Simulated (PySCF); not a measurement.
Zn(H)(Me) (CH4Zn), SMILES [CH3][ZnH]. Geometry optimised at PBE0-D3(BJ)/def2-TZVP.

**Question.** Give the equilibrium geometry at PBE0-D3(BJ)/def2-TZVP (PySCF confirms it by a frequency run) as bond lengths and angles, and its point group. (Estimate from the structure and the level; the computed values follow.)

**Answer.** point group C3v.
Atoms: Zn1 H2 C3 H4 H5 H6. Bonded distances (Å): Zn1–H2 1.545, Zn1–C3 1.941, C3–H4 1.093, C3–H5 1.093, C3–H6 1.093. Bond angles (°): H2–Zn1–C3 180.0, Zn1–C3–H4 111.1, Zn1–C3–H5 111.1, Zn1–C3–H6 111.1, H4–C3–H5 107.8, H4–C3–H6 107.8, H5–C3–H6 107.8.
